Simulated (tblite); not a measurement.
Record of a relaxation.

Compound: C₅H₁₂ClGa.
Bonds: C1–C2, C2–C3, C2–C4, C4–C5, C5–Ga6, Ga6–Cl7. Hydrogens: H8, H9, H10 on C1; H11 on C2; H12, H13, H14 on C3; H15, H16 on C4; H17, H18 on C5; H19 on Ga6.

Computed with GFN2-xTB (tblite), gas phase: L-BFGS steps from a force-field or distance-geometry start until the largest atomic force falls under 0.01 eV/Å. 8 of its 129 geometries are shown.

Step 0: E = -613.8526 eV, largest atomic force 4.861 eV/Å
```
atom  x, y, z in Å  |  force x, y, z in eV/Å
C1     -2.256   -0.361   -0.520   -1.509  -0.767  -0.153
C2     -0.831    0.088   -0.360   -0.167   0.491  -0.637
C3     -0.823    1.337    0.498   -0.390   0.776  -0.879
C4     -0.023   -1.021    0.271   -0.135  -0.234   0.496
C5      1.431   -0.654    0.485   -2.174  -1.157   3.007
Ga6     2.779   -0.150   -0.678    3.748   3.036  -0.600
Cl7     3.548    2.180   -0.326   -0.831  -1.635  -0.588
H8     -2.792   -0.334    0.476    0.463  -0.158  -1.196
H9     -2.265   -1.400   -0.926   -0.229   0.618   0.436
H10    -2.822    0.250   -1.262    0.405  -0.266   0.756
H11    -0.465    0.301   -1.396    0.276   0.001   0.605
H12     0.200    1.724    0.571   -0.421   0.229   0.117
H13    -1.497    2.081   -0.013    0.806  -0.454   0.719
H14    -1.245    1.087    1.469    0.192   0.242   0.036
H15    -0.100   -1.882   -0.403   -0.023  -0.206   0.461
H16    -0.440   -1.224    1.302    0.097  -0.190  -1.096
H17     1.429    0.177    1.248    0.303  -0.598  -0.551
H18     1.883   -1.539    1.018   -0.004   0.564  -0.317
H19     4.280   -0.650   -0.071   -0.407  -0.291  -0.615
```

Step 18: E = -615.4954 eV, largest atomic force 0.370 eV/Å
```
atom  x, y, z in Å  |  force x, y, z in eV/Å
C1     -2.279   -0.379   -0.568    0.151   0.021   0.016
C2     -0.834    0.092   -0.368   -0.020   0.102  -0.078
C3     -0.829    1.373    0.451    0.063   0.014   0.026
C4      0.005   -1.006    0.295   -0.342  -0.022  -0.140
C5      1.427   -0.663    0.758   -0.241  -0.068  -0.021
Ga6     3.004    0.148   -0.292    0.003  -0.044  -0.028
Cl7     3.367    2.177   -0.687   -0.055  -0.085  -0.026
H8     -2.798   -0.408    0.386   -0.026  -0.071   0.081
H9     -2.305   -1.369   -1.009   -0.022  -0.081  -0.052
H10    -2.822    0.302   -1.222    0.075   0.000   0.019
H11    -0.413    0.306   -1.359    0.174   0.023  -0.031
H12     0.181    1.778    0.496    0.037   0.123   0.023
H13    -1.486    2.104   -0.009    0.019   0.093   0.032
H14    -1.179    1.177    1.464    0.007   0.033  -0.024
H15     0.009   -1.851   -0.390    0.195  -0.181  -0.096
H16    -0.531   -1.328    1.191   -0.100  -0.068   0.080
H17     1.322   -0.029    1.640    0.120   0.224   0.174
H18     1.849   -1.605    1.114    0.216  -0.177   0.097
H19     4.302   -0.809   -0.511   -0.253   0.163  -0.051
```

Step 37: E = -615.6675 eV, largest atomic force 0.190 eV/Å
```
atom  x, y, z in Å  |  force x, y, z in eV/Å
C1     -2.134   -0.350   -0.627   -0.079  -0.041  -0.035
C2     -0.703    0.087   -0.341   -0.032   0.058  -0.019
C3     -0.714    1.387    0.453   -0.006   0.086   0.100
C4      0.010   -1.075    0.356    0.017   0.052   0.065
C5      1.340   -0.689    1.000    0.090  -0.019   0.021
Ga6     2.688    0.181   -0.289    0.052  -0.030  -0.002
Cl7     2.993    2.176   -0.859   -0.046  -0.015   0.025
H8     -2.656   -0.502    0.316   -0.044   0.023  -0.009
H9     -2.141   -1.291   -1.168   -0.055  -0.025  -0.106
H10    -2.680    0.394   -1.200    0.031   0.015  -0.062
H11    -0.164    0.289   -1.283   -0.025  -0.046  -0.100
H12     0.280    1.832    0.508    0.108  -0.022  -0.021
H13    -1.374    2.104   -0.029    0.010   0.024  -0.057
H14    -1.077    1.237    1.463   -0.073  -0.117   0.130
H15     0.162   -1.863   -0.392    0.058   0.023   0.110
H16    -0.645   -1.484    1.130   -0.038   0.016   0.050
H17     1.160   -0.049    1.872    0.010   0.012  -0.057
H18     1.822   -1.603    1.367    0.058  -0.020   0.020
H19     3.822   -0.771   -0.894   -0.035   0.027  -0.052
```

Step 55: E = -615.7274 eV, largest atomic force 0.112 eV/Å
```
atom  x, y, z in Å  |  force x, y, z in eV/Å
C1     -2.090   -0.334   -0.726   -0.035  -0.031  -0.021
C2     -0.671    0.055   -0.316   -0.075   0.023   0.024
C3     -0.704    1.340    0.501   -0.009   0.067   0.006
C4      0.000   -1.071    0.474   -0.002  -0.014  -0.070
C5      1.365   -0.674    1.043    0.056  -0.026  -0.055
Ga6     2.609    0.154   -0.385   -0.010  -0.014   0.048
Cl7     2.832    2.198   -0.812    0.018  -0.034   0.010
H8     -2.710   -0.498    0.155    0.059   0.044   0.032
H9     -2.102   -1.251   -1.310    0.071  -0.011  -0.062
H10    -2.547    0.459   -1.314    0.025  -0.032  -0.027
H11    -0.061    0.237   -1.228   -0.070  -0.049   0.073
H12     0.306    1.729    0.632    0.021   0.044   0.074
H13    -1.285    2.105   -0.005   -0.077   0.009  -0.031
H14    -1.149    1.146    1.475    0.001   0.070   0.004
H15     0.130   -1.925   -0.196   -0.004  -0.090  -0.022
H16    -0.661   -1.395    1.287    0.034   0.095  -0.001
H17     1.249    0.046    1.862   -0.014  -0.062   0.009
H18     1.839   -1.570    1.456    0.068  -0.004   0.030
H19     3.639   -0.742   -1.212   -0.058   0.016  -0.020
```

Step 73: E = -615.7671 eV, largest atomic force 0.082 eV/Å
```
atom  x, y, z in Å  |  force x, y, z in eV/Å
C1     -2.002   -0.354   -0.801   -0.015  -0.016  -0.019
C2     -0.642    0.070   -0.251   -0.037  -0.002  -0.033
C3     -0.767    1.369    0.536   -0.003  -0.003  -0.007
C4     -0.007   -1.048    0.580   -0.010   0.032  -0.011
C5      1.415   -0.722    1.046    0.073   0.034  -0.014
Ga6     2.540    0.126   -0.461   -0.001  -0.049  -0.001
Cl7     2.869    2.181   -0.691    0.027   0.010   0.027
H8     -2.710   -0.523    0.009    0.051   0.000   0.004
H9     -1.915   -1.270   -1.381   -0.003  -0.013   0.018
H10    -2.405    0.420   -1.449   -0.005  -0.002   0.010
H11     0.032    0.256   -1.117    0.009  -0.021  -0.005
H12     0.217    1.778    0.771    0.004  -0.023   0.015
H13    -1.307    2.109   -0.050    0.002   0.000   0.028
H14    -1.309    1.196    1.464   -0.006   0.026   0.001
H15     0.011   -1.958   -0.027    0.021  -0.005  -0.017
H16    -0.635   -1.250    1.453   -0.030   0.006   0.003
H17     1.393   -0.008    1.878   -0.042   0.025   0.018
H18     1.888   -1.634    1.426    0.002   0.000  -0.019
H19     3.323   -0.726   -1.554   -0.037   0.002   0.002
```

Step 91: E = -615.7839 eV, largest atomic force 0.080 eV/Å
```
atom  x, y, z in Å  |  force x, y, z in eV/Å
C1     -1.991   -0.388   -0.799    0.026  -0.003   0.011
C2     -0.636    0.075   -0.272    0.001   0.000   0.023
C3     -0.777    1.366    0.526    0.032   0.033  -0.006
C4      0.009   -1.030    0.566   -0.008  -0.017   0.039
C5      1.417   -0.688    1.063    0.018   0.029  -0.023
Ga6     2.521    0.138   -0.462    0.033  -0.006  -0.017
Cl7     3.116    2.147   -0.523    0.002  -0.047   0.017
H8     -2.670   -0.566    0.035   -0.001   0.024  -0.051
H9     -1.883   -1.315   -1.358   -0.041   0.033  -0.024
H10    -2.430    0.365   -1.451    0.008  -0.042   0.032
H11     0.034    0.267   -1.139   -0.011   0.013   0.001
H12     0.201    1.752    0.818    0.037  -0.020  -0.003
H13    -1.264    2.133   -0.072   -0.073  -0.025   0.011
H14    -1.365    1.189    1.426    0.000   0.042  -0.057
H15     0.057   -1.940   -0.041    0.001   0.003   0.008
H16    -0.638   -1.232    1.424   -0.003  -0.075   0.029
H17     1.372    0.042    1.882    0.003  -0.015  -0.001
H18     1.881   -1.595    1.467    0.002   0.036  -0.009
H19     3.034   -0.711   -1.710   -0.025   0.037   0.019
```

Step 110: E = -615.7948 eV, largest atomic force 0.034 eV/Å
```
atom  x, y, z in Å  |  force x, y, z in eV/Å
C1     -1.998   -0.414   -0.790    0.014   0.013  -0.003
C2     -0.646    0.060   -0.265    0.019   0.009   0.002
C3     -0.801    1.367    0.507   -0.008   0.000   0.000
C4      0.021   -1.032    0.574    0.008  -0.003   0.005
C5      1.421   -0.654    1.063    0.011  -0.002   0.021
Ga6     2.521    0.156   -0.468   -0.001  -0.001   0.002
Cl7     3.455    2.023   -0.336   -0.004  -0.001   0.006
H8     -2.682   -0.592    0.037    0.007  -0.005   0.009
H9     -1.893   -1.337   -1.355    0.005  -0.002  -0.002
H10    -2.438    0.338   -1.440   -0.015   0.006  -0.016
H11     0.021    0.256   -1.133   -0.012  -0.010  -0.005
H12     0.173    1.758    0.810   -0.011   0.005  -0.032
H13    -1.288    2.114   -0.116    0.007   0.006   0.007
H14    -1.410    1.215    1.395    0.010  -0.013   0.022
H15     0.096   -1.933   -0.043   -0.008  -0.018  -0.004
H16    -0.615   -1.272    1.432   -0.013   0.006   0.005
H17     1.371    0.091    1.869    0.006  -0.013  -0.018
H18     1.904   -1.542    1.487   -0.013   0.016  -0.002
H19     2.778   -0.592   -1.847   -0.002   0.007   0.003
```

Step 128: E = -615.7973 eV, largest atomic force 0.009 eV/Å
```
atom  x, y, z in Å  |  force x, y, z in eV/Å
C1     -2.002   -0.414   -0.791   -0.002   0.002   0.002
C2     -0.645    0.056   -0.274    0.002   0.001   0.002
C3     -0.787    1.364    0.496    0.002  -0.001   0.002
C4      0.017   -1.036    0.571    0.002  -0.002   0.001
C5      1.414   -0.655    1.066    0.001   0.002   0.006
Ga6     2.521    0.160   -0.457   -0.001   0.005  -0.001
Cl7     3.467    2.019   -0.296   -0.002  -0.003   0.004
H8     -2.676   -0.599    0.043   -0.005   0.000   0.005
H9     -1.903   -1.333   -1.364    0.006  -0.001   0.002
H10    -2.450    0.343   -1.431   -0.004  -0.002  -0.007
H11     0.017    0.242   -1.148   -0.001  -0.002   0.000
H12     0.194    1.786    0.728    0.003   0.002  -0.004
H13    -1.336    2.094   -0.096    0.003   0.003   0.002
H14    -1.327    1.201    1.426   -0.004   0.003   0.002
H15     0.090   -1.941   -0.039    0.000  -0.005  -0.004
H16    -0.625   -1.266    1.428   -0.005  -0.003  -0.001
H17     1.357    0.094    1.866    0.000   0.002  -0.002
H18     1.895   -1.539    1.499   -0.003   0.000  -0.002
H19     2.770   -0.568   -1.845    0.005  -0.001  -0.007
```

**Question.** Summarise the path.

**Answer.** The energy falls by 187.63 kJ/mol from step 0 to step 128; nine tenths of that is first reached at step 28. It falls at every step. The largest force goes from 4.861 to 0.009 eV/Å. Among the bonds Ga6–Cl7 changes most, from 2.478 to 2.092 Å; the atoms move by 0.660 Å rms after alignment.

What follows is the cost of the whole relaxation. The run took 1.8 s wall on an Arm Neoverse N1 with one thread (shared host).
